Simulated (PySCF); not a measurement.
Molecule: C2H7O2Si, charge -1, multiplicity 1. It need not be the lowest isomer of its formula. Whether it binds its extra electron was not tested at this geometry. SMILES: C[Si](C)([O-])O
Coordinates optimised at B3LYP-D3(BJ)/def2-TZVP (Ansatz):
```
Si
O 1 1.5539
O 1 1.7129 2 114.22
H 3 0.9613 1 111.68 2 180.00
C 1 1.9191 2 115.56 3 -119.33
H 5 1.0942 1 109.72 2 58.06
H 5 1.0947 6 107.60 1 120.46
H 5 1.0976 6 107.88 7 115.85
C 1 1.9191 2 115.56 3 119.33
H 9 1.0942 1 109.72 2 -58.06
H 9 1.0947 10 107.60 1 -120.46
H 9 1.0976 10 107.88 11 -115.85
```
Charge -1, spin multiplicity 1.

Dispersion corrections to the total energy (kcal/mol) from the dftd3 and dftd4 libraries through PySCF: D3(BJ) without and D4 with the three-body term, each with the damping fitted for the functional named.

```tsv
functional	D3(BJ)	D4
BLYP	-11.98	___
BHLYP	-7.77	-7.62
revPBE	___	-19.97
r2SCAN	-1.60	-1.64
B2PLYP	-4.61	-4.53
PBE0	-4.91	-5.47
B3LYP	-9.82	___
```

### Question
Complete the blanks.

### Answer

- BLYP, D4: -14.21
- revPBE, D3(BJ): -13.98
- B3LYP, D4: -10.36
